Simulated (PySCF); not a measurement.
Screening by computed properties: pick the candidate that meets the target.

Each SMILES stands for a single optimised conformer of the isolated species (atoms past krypton carry core potentials, spin–orbit coupling is left out). Electronic properties by PySCF.

The conformers computed, where there is a choice (atom-mapped SMILES and torsion angles):
- `[O:1]=[CH:2][NH:3][SiH:4]1[CH2:5][SiH2:6][CH2:7]1`: O1–C2–N3–Si4 0°, C2–N3–Si4–C5 -166°

The conformers of `CC(C)C1=CCCP1` aren't listed.

**Question.** Wanted: static isotropic polarisability between 70 au and 100 au (B3LYP/def2-SVPD) and HOMO–LUMO gap below 6 eV (B3LYP/def2-SVPD), at PBE0-D3(BJ)/def2-SVP geometries. Which candidate meets both?
A. `N#Cc1ccsc1`
B. `CC(C)C1=CCCP1`
C. `O=CN[SiH]1C[SiH2]C1`
D. `[H][In]([H])[CH2]C`

**Answer.** A. Computed values:
```
            species  static isotropic polarisability  HOMO–LUMO gap
 [H][In]([H])[CH2]C                          67.3 au        5.03 eV
         N#Cc1ccsc1                          79.9 au        5.68 eV
O=CN[SiH]1C[SiH2]C1                          97.6 au        7.09 eV
      CC(C)C1=CCCP1                         108.8 au        6.14 eV
```
